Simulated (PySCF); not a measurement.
Isomers C₈H₇FO:

A. SMILES C1=CC(C)=CC(C(=O)F)=C1
B. `InChI=1S/C8H7FO/c9-5-7-1-3-8(6-10)4-2-7/h1-4,6H,5H2`
C. SMILES C#C[C@H]1CO/C(=C/F)C1=C

Spectrum 1. 13C{1H} NMR (computed): δ 153.8 (C), 147.3 (CH), 147.2 (C), 122.2 (CH2), 87.0 (C), 78.7 (CH), 78.3 (CH2), 38.2 (CH).

Spectrum 2. 13C{1H} NMR (computed): δ 195.3 (CH), 151.8 (C), 139.9 (C), 137.2 (CH), 128.4 (CH), 86.7 (CH2).

Spectrum 3. 13C{1H} NMR (computed): δ 166.1 (C), 144.9 (C), 142.2 (CH), 140.4 (CH), 135.8 (CH), 134.2 (CH), 129.8 (C), 23.8 (CH3).

No relativistic terms, fast rotation and ring inversion assumed for equivalent nuclei, no solvent, one computed conformer. σ from GIAO-PBE0/pcSseg-1; GFN2-xTB geometry; PySCF 2.14.

References, each an isolated molecule treated in the same way: 13C (σ = 186.93 ppm) against TMS. Splittings of carbon signals by F and P are missing where no couplings were computed. Shifts are as computed. Against solution values, carbons near 30 ppm lie about +3 ppm off and those near 130 ppm about +5 ppm. Of 1211 compounds with measured shifts, 218 miss one by over three times the rms of a fit or turn the order of signals round; such compounds aren't used in these exercises.

Match each spectrum to its structure.

Answers

1–C, 2–B, 3–A.

- Spectrum 1 (C): 8 13C signals; δC 153.8 is an alkene carbon bearing oxygen; δC 147.2 is a fully substituted alkene carbon.
- Spectrum 2 (B): 6 13C signals; δC 195.3 is an aldehyde carbonyl carbon; δC 137.2 is an aromatic CH.
- Spectrum 3 (A): 8 13C signals; δC 135.8 is an aromatic CH; δC 134.2 is an aromatic CH.
